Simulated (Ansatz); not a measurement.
`C[O][Al]([F])[F]` and `C[Se][Al]([F])[F]` differ in one element.

Ansatz, PBE0-D4/def2-TZVP geometries, multiplicity 1. Each molecule was computed in one conformer, which needn't be the lowest.

Scalar relativity is left out up to krypton.

```json
{"property": "HOMO energy (PBE0/def2-TZVPP) / eV", "`C[O][Al]([F])[F]`": "-8.73"}
{"property": "HOMO–LUMO gap (B3LYP/def2-TZVPP) / eV", "`C[O][Al]([F])[F]`": "7.19"}
{"property": "size of the dipole moment (PBE/def2-TZVPP) / D", "`C[O][Al]([F])[F]`": "2.02"}
{"property": "ideal-gas entropy at 298 K and 1 bar (rigid rotor, harmonic PBE0-D4/def2-TZVP) / J/(mol·K)", "`C[O][Al]([F])[F]`": "346"}
{"property": "LUMO energy (ωB97M-V/def2-TZVPP) / eV", "`C[O][Al]([F])[F]`": "0.66"}
{"property": "LUMO energy (B3LYP/def2-TZVPP) / eV", "`C[O][Al]([F])[F]`": "-1.31"}
```

(1) Give the same properties after the change, and the shifts. (Estimate.)

Answers

(1) Ansatz gave: 
```json
{"property": "HOMO energy (PBE0/def2-TZVPP) / eV", "`C[Se][Al]([F])[F]`": "-7.31", "shift": "1.42"}
{"property": "HOMO–LUMO gap (B3LYP/def2-TZVPP) / eV", "`C[Se][Al]([F])[F]`": "5.75", "shift": "-1.44"}
{"property": "size of the dipole moment (PBE/def2-TZVPP) / D", "`C[Se][Al]([F])[F]`": "2.29", "shift": "0.27"}
{"property": "ideal-gas entropy at 298 K and 1 bar (rigid rotor, harmonic PBE0-D4/def2-TZVP) / J/(mol·K)", "`C[Se][Al]([F])[F]`": "377", "shift": "31"}
{"property": "LUMO energy (ωB97M-V/def2-TZVPP) / eV", "`C[Se][Al]([F])[F]`": "0.62", "shift": "-0.04"}
{"property": "LUMO energy (B3LYP/def2-TZVPP) / eV", "`C[Se][Al]([F])[F]`": "-1.32", "shift": "-0.01"}
```

With PBE0 the HOMO rises by 1.42 eV and the LUMO falls by 0.06 eV, so the gap narrows by about 1.48 eV. PBE moves the HOMO by 0.98 eV and ωB97M-V by 1.72 eV. Dipoles are sizes alone; their direction can turn. Modes under 60 cm⁻¹, often nearly free rotors, make the harmonic entropy too high.

B3LYP here is the variant with VWN-RPA as its local correlation; programs differ in this.

Spin–orbit coupling is left out; it splits and shifts lone-pair levels of the heavy atoms by tenths of an eV.
